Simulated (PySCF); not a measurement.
Nuclear quadrupole coupling in `O=C[SiH2][Si@H]([SiH3])[SiH2]C[SiH3]`

Compound: C₂H₁₄OSi₅.
Cartesian coordinates in Å at the GFN2-xTB level; atoms count from 1:
```
atom  x, y, z in Å
O1    -1.902    1.239    1.746
C2    -2.701    1.810    1.038
Si3   -2.845    1.311   -0.803
Si4   -1.144   -0.274   -0.789
Si5   -1.736   -2.132    0.494
Si6    0.926    0.661   -0.233
C7     2.286   -0.654   -0.461
Si8    4.051   -0.103   -0.027
H9    -3.332    2.606    1.481
H10   -2.757    2.579   -1.541
H11   -4.256    0.924   -0.954
H12   -1.064   -0.744   -2.202
H13   -1.482   -1.931    1.919
H14   -0.986   -3.331    0.101
H15   -3.154   -2.485    0.353
H16    1.266    1.812   -1.090
H17    0.982    1.145    1.148
H18    2.031   -1.526    0.143
H19    2.269   -0.995   -1.497
H20    4.115    0.291    1.381
H21    4.985   -1.211   -0.254
H22    4.436    1.027   -0.875
```

Field gradients from the PBE0/pcSseg-1 density (PySCF, non-relativistic), principal values in atomic units, ordered |Vxx| ≤ |Vyy| ≤ |Vzz|:

```csv
atom,Vxx,Vyy,Vzz
O1,0.3760,1.7666,-2.1426
```

Problem. Find the asymmetry η = (Vxx − Vyy)/Vzz and the couplings χ = eQV/h (234.96 MHz × Q in barn × V in au), with Q(17O) = −0.0256 b.

Solution. 
```
atom      environment  nucleus     η  χzz (MHz)  χxx (MHz)  χyy (MHz)
  O1  carbonyl oxygen      17O  0.65      12.89      -2.26     -10.63
```

Problem. What is Vzz at O1 in SI units (1 au = 9.71736 × 10²¹ V/m²)?

Solution. -2.1426 au = -20.820 × 10²¹ V/m².

Were the hydrogens deuterons (Q(2H) = 0.00286 b), χzz would run from 100 kHz (H12) to 214 kHz (H19 and H18).

Isolated species at its GFN2-xTB geometry (one conformer only). GFN2-xTB frequencies show an imaginary mode (26i cm⁻¹), so this geometry is no minimum at that level. GFN2-xTB bond lengths can be off by several hundredths of an ångström, more for odd bonds, and the gradients follow them. The basis is small and wasn't made for field gradients, so the couplings can be 20 % off.
